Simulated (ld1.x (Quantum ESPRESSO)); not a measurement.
## Which setting gave this result? (lead (Pb), TM)

Base potential:

ld1.x (Quantum ESPRESSO) 7.5 input, shortened:

```
&input
   title='Pb', zed=82., rel=1, dft='PBESOL', iswitch=3,
   config='[Xe] 4f14 5d10 6s2 6p1.5'
 /
 &inputp
   pseudotype=2, tm=.true., lloc=-1, rcloc=1.40,
   nlcc=.true.
 /
3
6S  1  0   2.00   0.00  2.10  2.10  0.0
6P  2  1   1.50   0.00  2.20  2.20  0.0
5D  3  2  10.00   0.00  1.40  1.40  0.0
 &test
   configts(1)='5d10 6s2 6p1.5'
 /
```

Cutoffs, loose and tight: the cutoffs (Ry, on a coarse ladder) from which the occupation-weighted sum of valence levels, in a spherical-Bessel basis at the reference potential, stays within 10 and 1 mRy of its value at 400 Ry. They do not see the model core or the augmentation charge, which bear on the density cutoff. Test errors are all-electron minus pseudo excitation energies from the reference, over the configurations 5d10 6s2 6p2; 5d10 6s2 6p1; 5d10 6s2 6p0; 5d10 6s0 6p0; 5d10 6s0 6p4; 5d10 6s2 6p2.3; 5d10 6s1 6p0; variants that change the core or the reference have their own tests. The largest error is taken over the tests solved by every variant that gives reliable tests at all, those not shown here included: 5d10 6s0 6p0; 5d10 6s1 6p0; 5d10 6s2 6p0; 5d10 6s2 6p1; 5d10 6s2 6p2; 5d10 6s2 6p2.3.

Only the scale of all radii but the core radius (base = 1) is moved (1 further runs of the sweep failed or gave no value and are left out):

| scale of all radii but the core radius (base = 1) | cutoff, loose | cutoff, tight | bound ghosts | largest test error (meV) | median size of the test errors |
| --- | --- | --- | --- | --- | --- |
| 0.78 | 80 Ry | 140 Ry | s, p | -78 | 3.6 meV |
| 0.85 | 90 Ry | 110 Ry | s, p | -93 | 7.6 meV |
| 1.06 | 55 Ry | 90 Ry | s, p | -104 | 13.8 meV |
| 1.28 | 55 Ry | 90 Ry | s | -188 | 17.1 meV |
| 1.36 | 50 Ry | 80 Ry | s | -254 | 21.3 meV |

Q: One more run gave cutoff, loose: 80 Ry; cutoff, tight: 100 Ry; bound ghosts: s, p; largest test error (meV): -107; median size of the test errors: 12.1 meV. Which value of the scale of all radii but the core radius (base = 1) was used?

A: 0.94. The median size of the test errors moves one way along this sweep, from 3.6 meV at 0.78 to 21.3 meV at 1.36, which places the run between 0.85 and 1.06.
